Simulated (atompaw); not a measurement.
# Nd: PAW (atompaw) pseudisation with PBE, scalar-relativistic reference atom.

neodymium (Nd), PAW, made with atompaw 4.2.0.5 (PBE, scalar-relativistic). Core [Kr] 4d10, reference 4f4 5s2 5p6 5d0 6s1.75 6p0.25. Waves: 5s (bound): rc 1.95 bohr; 6s (bound): rc 2.25 bohr; 5p (bound): rc 2.10 bohr; 6p (bound): rc 2.90 bohr; 5d (bound, empty): rc 3.00 bohr; 5d channel at 0.4 Ry: rc 3.00 bohr; 4f (bound): rc 1.65 bohr; 4f channel at 3.5 Ry: rc 1.65 bohr. Local part: troulliermartins scheme with l = 4 at 0 Ry, radius 3.00 bohr. Core correction: smooth core density matched at 1.75 bohr. Augmentation charge: sinc compensation charge, radius 2.70 bohr; PAW radius 3.00 bohr; waves and projectors: custom polynom2 7 10 vanderbiltortho.

All-electron outer shells of the reference configuration (PBE, scalar-relativistic, ld1.x):

| shell | level (eV) | outermost node (bohr) | outermost maximum (bohr) |
| --- | --- | --- | --- |
| 4p | -226.27 | 0.32 | 0.59 |
| 4d | -116.98 | 0.29 | 0.62 |
| 5s | -40.78 | 0.72 | 1.32 |
| 5p | -22.40 | 0.77 | 1.50 |
| 6s | -3.68 | 1.77 | 3.78 |
| 5d | -2.16 | 0.88 | 2.21 |
| 4f | -2.06 | – | 0.67 |
| 6p | -1.38 | 2.13 | 5.04 |

What the tests gave:

```
Cutoffs needed                                           : 180 Ry and over 300 Ry (the cutoffs (Ry, on a coarse ladder) from which the occupation-weighted sum of valence levels, in a spherical-Bessel basis at the reference potential, stays within 10 and 1 mRy of its value at 400 Ry)
Ghost test                                               : no extra level below or beside the all-electron valence levels (s, p, d, f tested) (spherical-Bessel basis up to 400 Ry, 20 bohr box)
Lowest eigenvalue of the overlap operator                : 0.30 (p channel)
Overlap eigenvalues printed by atompaw (projector basis) : 0.0709, 0.203, 0.349, 0.397, 89, 618, 2.3e+03, 3.59e+03
Share of each valence orbital outside the PAW sphere     : 5s 1 %, 6s 84 %, 5p 4 %, 6p 95 %, 5d 48 %, 4f 3 %
```

Generation and tests took about 24 s on one core of a shared server CPU.
